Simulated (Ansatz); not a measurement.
## A barrier at the coupled-cluster level

Start structure (SiH$_{5}$Br, closed shell), relaxed at PBE0-D4/def2-TZVP:

```
7
angstrom
Si -0.8249 -0.7509 -0.4403
Br 0.8968 -0.0922 -1.6782
H -2.0729 -0.3928 -1.1516
H -0.7514 -0.0574 0.8654
H -0.7326 -2.2172 -0.2579
H 1.7374 1.6079 0.9883
H 1.7476 1.9026 1.6744
```

The step: SiH₃Br ([SiH3][Br]) + H₂ → SiH₄ + HBr; bonds formed: Si1–H7, Br2–H6; bonds broken: Si1–Br2, H6–H7. Computed with Ansatz 0.2.0 (basis: def2-TZVPP and def2-QZVPP); correlated methods freeze the cores. Filled d shells of the heavier atoms are correlated. The def2 sets are not built for correlating such inner shells, so the correlated values are less sure here. Extrapolation: Hartree–Fock as exp(−7.88 √X), correlation as X^−2.97. Energies below are by CCSD(T) at an estimated basis limit (MP2 extrapolated from triple and quadruple zeta, plus CCSD(T) − MP2 in triple zeta).

(1) What are the electronic barrier and the energy of the step, from the start structure to the end structure? (Judge from chemistry; the value comes from the calculation.)

T1 diagnostic: at most 0.010.

Results:

(1) The calculation gives: Barrier 54.10 kcal/mol; step energy 16.56 kcal/mol (uphill); reverse barrier, their difference, 37.54 kcal/mol. Barrier and step energy count from the start structure, the reverse barrier from the end structure.

The saddle point: One imaginary mode of 794i cm⁻¹.
```tsv
pair	start (Å)	saddle (Å)	end (Å)
Si1–H7	4.26	1.71	1.49
Br2–H6	3.27	1.91	1.42
Si1–Br2	2.22	2.67	4.19
H6–H7	0.75	0.89	2.14
```

Zero-point energy (harmonic, PBE0-D4): ZPE is 23.11 kcal/mol at the start and 24.58 kcal/mol at the saddle, so the barrier goes from 54.10 to 55.57 kcal/mol.

Labels in which every atom is bracketed show which atoms are joined, not bond orders.

For scale, one of the runs: CCSD(T)/def2-TZVPP, 160 basis functions, launched by `ansatz run in.yaml --threads 2 --pin off --events-out ev --progress --plain --max-ram 4352MiB`. Time: 11 s of wall clock on 2 CPU threads; the host was shared. Peak host memory: 1.1 GiB.
